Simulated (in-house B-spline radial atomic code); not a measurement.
Configurations of the iridium ion Ir⁺, with energies counted from [Xe] 4f14 (5d3/2)4 (5d5/2)3 6s1. Level of theory: Dirac-Hartree-Fock, average of each configuration as written, Fermi nucleus of rms radius 5.4032 fm; calculated with an all-electron radial atomic-structure program (B-spline basis). Energies include first-order Breit, QED and recoil terms.

Occupations are held fixed; configurations that lie above the ionisation limit could autoionise.

| configuration | E - E(ref) (eV) | highest orbital | its <r> (bohr) |
| --- | --- | --- | --- |
| [Xe] 4f14 (5d3/2)3 (5d5/2)4 6s1 | 1.2962 | 6s1/2 | 2.829 |
| [Xe] 4f14 (5d3/2)2 (5d5/2)5 6s1 | 2.3197 | 6s1/2 | 2.824 |
| [Xe] 4f14 (5d3/2)2 (5d5/2)5 (10p1/2)1 | 16.687 | 10p1/2 | 30.14 |
| [Kr] 4d10 4f14 5s2 (5p1/2)2 (5p3/2)3 (5d3/2)2 (5d5/2)5 6s1 (7g9/2)1 | 70.507 | 7g9/2 | 31.73 |
| [Kr] (4d3/2)3 (4d5/2)6 4f14 5s2 5p6 (5d3/2)4 (5d5/2)3 6s1 (7p3/2)1 | 329.67 | 7p3/2 | 8.177 |

Task: Order these further configurations by energy, lowest first.
A. [Xe] (4f5/2)6 (4f7/2)7 (5d3/2)2 (5d5/2)5 6s1 (10g9/2)1
B. [Xe] (4f5/2)5 (4f7/2)8 (5d3/2)3 (5d5/2)4 6s1 (6f7/2)1
C. [Xe] 4f14 (5d3/2)1 (5d5/2)6 6s1
D. [Kr] 4d10 4f14 5s2 (5p1/2)2 (5p3/2)3 (5d3/2)4 (5d5/2)3 6s1 (6g7/2)1
E. [Xe] (4f5/2)5 (4f7/2)8 (5d3/2)3 (5d5/2)4 6s1 (9p3/2)1

Result: C (3.0687 eV), D (66.091 eV), B (80.7 eV), A (80.712 eV), E (81.035 eV).

Task: How far above the reference does [Xe] 4f14 (5d3/2)2 (5d5/2)5 (9g9/2)1 lie?

Result: 17.35 eV; its least bound orbital is 9g9/2 with <r> = 55.73 bohr.
